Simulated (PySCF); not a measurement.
BaF, charge +1, singlet, geometry from GFN2-xTB (such geometries of metal compounds can be far from the true shape) (core potentials on Ba), with bond 1-2 at 1.3 times its length; B3LYP/def2-SVP (PySCF).

Input for PySCF:
```python
from pyscf import gto, scf, dft

mol = gto.M(
    atom='''
Ba    0.000000    0.000000   -1.030547
F     0.000000    0.000000    2.024934
''',
    basis='def2-svp',
    ecp={'Ba': 'def2-svp'},
    charge=1,
    spin=0,
    verbose=4,
)

mf = dft.RKS(mol)
mf.xc = 'b3lyp'
mf.conv_tol = 1e-6
mf.kernel()
mf.analyze()
```

It wrote (shortened):

```
PySCF version 2.14.0

[INPUT] verbose = 4
[INPUT] num. atoms = 2
[INPUT] num. electrons = 18
[INPUT] charge = 1
[INPUT] spin (= nelec alpha-beta = 2S) = 0
[INPUT] symmetry False subgroup None
[INPUT] Mole.unit = angstrom
[INPUT] Symbol           X                Y                Z      unit          X                Y                Z       unit  Magmom
[INPUT]  1 Ba     0.000000000000   0.000000000000  -1.030547000000 AA    0.000000000000   0.000000000000  -1.947451588492 Bohr   0.0
[INPUT]  2 F      0.000000000000   0.000000000000   2.024934000000 AA    0.000000000000   0.000000000000   3.826570680320 Bohr   0.0

nuclear repulsion = 15.5870545366834
number of shells = 15
number of NR pGTOs = 73
number of NR cGTOs = 37
basis = def2-svp
ecp = {'Ba': 'def2-svp'}

******** <class 'pyscf.dft.rks.RKS'> ********
method = RKS
initial guess = minao
damping factor = 0
level_shift factor = 0
DIIS = <class 'pyscf.scf.diis.CDIIS'>
diis_start_cycle = 1
diis_space = 8
diis_damp = 0
SCF conv_tol = 1e-06
SCF conv_tol_grad = None
SCF max_cycles = 50
direct_scf = True
direct_scf_tol = 1e-13
XC library pyscf.dft.libxc version 7.1.2
    S. Lehtola, C. Steigemann, M. J. T. Oliveira, and M. A. L. Marques,  SoftwareX 7, 1–5 (2018)
XC functionals = b3lyp
    P. J. Stephens, F. J. Devlin, C. F. Chabalowski, and M. J. Frisch,  J. Phys. Chem. 98, 11623 (1994)
radial grids:
    Treutler-Ahlrichs [JCP 102, 346 (1995); DOI:10.1063/1.469408] (M4) radial grids

becke partition: Becke, JCP 88, 2547 (1988); DOI:10.1063/1.454033
pruning grids: <function nwchem_prune>
grids dens level: 3
symmetrized grids: False
atomic radii adjust function: <function treutler_atomic_radii_adjust>
small_rho_cutoff = 0
Set gradient conv threshold to 0.001
Initial guess from minao.
tot grids = 38192
init E= -115.081192304132
  HOMO = -0.578850264467339  LUMO = -0.257646633916668  gap/eV = 8.74040
cycle= 1 E= -124.853058818161  delta_E= -9.77  |g|= 0.834  |ddm|= 1.99
  HOMO = -0.271780755930705  LUMO = -0.260305797463942  gap/eV = 0.31225
cycle= 2 E= -112.961016698665  delta_E= 11.9  |g|= 2.69  |ddm|= 5.83
  HOMO = -0.653731646797439  LUMO = -0.223087144459139  gap/eV = 11.71843
cycle= 3 E= -124.828929887937  delta_E= -11.9  |g|= 0.881  |ddm|=  5.9
  HOMO = -0.655242414250166  LUMO = -0.223195219921436  gap/eV = 11.75660
cycle= 4 E= -124.827814718398  delta_E= 0.00112  |g|= 0.885  |ddm|= 0.00279
  HOMO = -0.333513782787347  LUMO = -0.270732871728356  gap/eV = 1.70836
cycle= 5 E= -124.988580402044  delta_E= -0.161  |g|= 0.288  |ddm|= 1.36
  HOMO = -0.367423260963056  LUMO = -0.26450567315114  gap/eV = 2.80053
cycle= 6 E= -125.010725437634  delta_E= -0.0221  |g|= 0.0117  |ddm|= 0.333
  HOMO = -0.371472250282457  LUMO = -0.264573547496416  gap/eV = 2.90886
cycle= 7 E= -125.01073954767  delta_E= -1.41e-05  |g|= 0.0102  |ddm|= 0.0093
  HOMO = -0.372549909796017  LUMO = -0.264475455174915  gap/eV = 2.94086
cycle= 8 E= -125.010763744753  delta_E= -2.42e-05  |g|= 0.00124  |ddm|= 0.0097
  HOMO = -0.372716636506872  LUMO = -0.264451152761353  gap/eV = 2.94605
cycle= 9 E= -125.010764144751  delta_E= -4e-07  |g|= 0.00011  |ddm|= 0.00143
  HOMO = -0.372774907076923  LUMO = -0.264443496755967  gap/eV = 2.94785
Extra cycle  E= -125.010764111957  delta_E= 3.28e-08  |g|= 0.000403  |ddm|= 0.000536
converged SCF energy = -125.010764111957
**** SCF Summaries ****
Total Energy =                        -125.010764111957045
Nuclear Repulsion Energy =              15.587054536683421
One-electron Energy =                 -210.286275471722092
Two-electron Energy =                   69.688456823081623
Two-electron Coulomb Energy =           83.653524606977072
DFT Exchange-Correlation Energy =      -13.965067783895451
HOMO-LUMO gap [eV] =                     2.947847824334546
**** MO energy ****
MO #1   energy= -24.6523573736447  occ= 2
MO #2   energy= -1.5841258680965   occ= 2
MO #3   energy= -1.07099604978018  occ= 2
MO #4   energy= -0.99229038444111  occ= 2
MO #5   energy= -0.992290384441108 occ= 2
MO #6   energy= -0.977711761461542 occ= 2
MO #7   energy= -0.385953310830747 occ= 2
MO #8   energy= -0.372774907076947 occ= 2
MO #9   energy= -0.372774907076923 occ= 2
MO #10  energy= -0.264443496755967 occ= 0
MO #11  energy= -0.250165855903627 occ= 0
MO #12  energy= -0.250165848463946 occ= 0
MO #13  energy= -0.235740826352052 occ= 0
MO #14  energy= -0.235740826352039 occ= 0
MO #15  energy= -0.2216342535084   occ= 0
MO #16  energy= -0.155003623155416 occ= 0
MO #17  energy= -0.155003623155411 occ= 0

WARN: System has nonzero charge 1; the dipole moment is origin-dependent.
Location of origin: [0. 0. 0.]

Dipole moment(X, Y, Z, Debye): -0.00000, -0.00000, -13.91914
```
